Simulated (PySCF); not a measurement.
M06-L on Se²⁺ (selenium, charge +2)

Configuration: [Ar] 3d10 4s2 4p2, high-spin 3P determinant. All numbers are calculated (PySCF 2.14, the non-relativistic Hamiltonian (point nucleus), in def2-SVP).

* Total energy: -2399.983 hartree
* One-electron energy: -3315.028 hartree
* Hartree (Coulomb) energy: 1001.509 hartree
* Exchange-correlation energy: -86.464 hartree
* Kinetic energy: 2397.93155 hartree
* ⟨S²⟩: 2.0028
* ⟨L²⟩: 2.008
* Sum of ⟨r⟩: 19.94 bohr
* Sum of ⟨r²⟩: 24.37 bohr²
* Traceless quadrupole moment −½Σ⟨3z² − r²⟩ along its main axis: 1.79 e·bohr²
* Density at the nucleus (Gaussians lack the cusp): 25500 bohr⁻³
* Spin density at the nucleus: 0.488 bohr⁻³
* Langevin diamagnetic susceptibility: -19.3 ×10⁻⁶ cm³/mol
* Time after the integrals: 0.61 s of wall time on 1 thread of Neoverse-V1 (shared host)

```json
{"shell": "1s α", "electrons": "1", "mean orbital energy (eV)": "-12354.4", "spread (eV)": "0", "rms radius, mean of both spins (bohr)": "0.0521"}
{"shell": "1s β", "electrons": "1", "mean orbital energy (eV)": "-12354.2", "spread (eV)": "0", "rms radius, mean of both spins (bohr)": "0.0521"}
{"shell": "2s α", "electrons": "1", "mean orbital energy (eV)": "-1600.1", "spread (eV)": "0", "rms radius, mean of both spins (bohr)": "0.216"}
{"shell": "2s β", "electrons": "1", "mean orbital energy (eV)": "-1600.0", "spread (eV)": "0", "rms radius, mean of both spins (bohr)": "0.216"}
{"shell": "2p α", "electrons": "3", "mean orbital energy (eV)": "-1435.8", "spread (eV)": "0.143", "rms radius, mean of both spins (bohr)": "0.191"}
{"shell": "2p β", "electrons": "3", "mean orbital energy (eV)": "-1435.7", "spread (eV)": "0.251", "rms radius, mean of both spins (bohr)": "0.191"}
{"shell": "3s α", "electrons": "1", "mean orbital energy (eV)": "-236.15", "spread (eV)": "0", "rms radius, mean of both spins (bohr)": "0.625"}
{"shell": "3s β", "electrons": "1", "mean orbital energy (eV)": "-236.00", "spread (eV)": "0", "rms radius, mean of both spins (bohr)": "0.625"}
{"shell": "3p α", "electrons": "3", "mean orbital energy (eV)": "-178.72", "spread (eV)": "0.611", "rms radius, mean of both spins (bohr)": "0.641"}
{"shell": "3p β", "electrons": "3", "mean orbital energy (eV)": "-178.53", "spread (eV)": "0.731", "rms radius, mean of both spins (bohr)": "0.641"}
{"shell": "3d α", "electrons": "5", "mean orbital energy (eV)": "-78.383", "spread (eV)": "0.538", "rms radius, mean of both spins (bohr)": "0.697"}
{"shell": "3d β", "electrons": "5", "mean orbital energy (eV)": "-78.114", "spread (eV)": "0.740", "rms radius, mean of both spins (bohr)": "0.697"}
{"shell": "4s α", "electrons": "1", "mean orbital energy (eV)": "-38.171", "spread (eV)": "0", "rms radius, mean of both spins (bohr)": "1.84"}
{"shell": "4s β", "electrons": "1", "mean orbital energy (eV)": "-35.607", "spread (eV)": "0", "rms radius, mean of both spins (bohr)": "1.84"}
{"shell": "4p α", "electrons": "2", "mean orbital energy (eV)": "-26.367", "spread (eV)": "0", "rms radius, mean of both spins (bohr)": "2.14"}
```
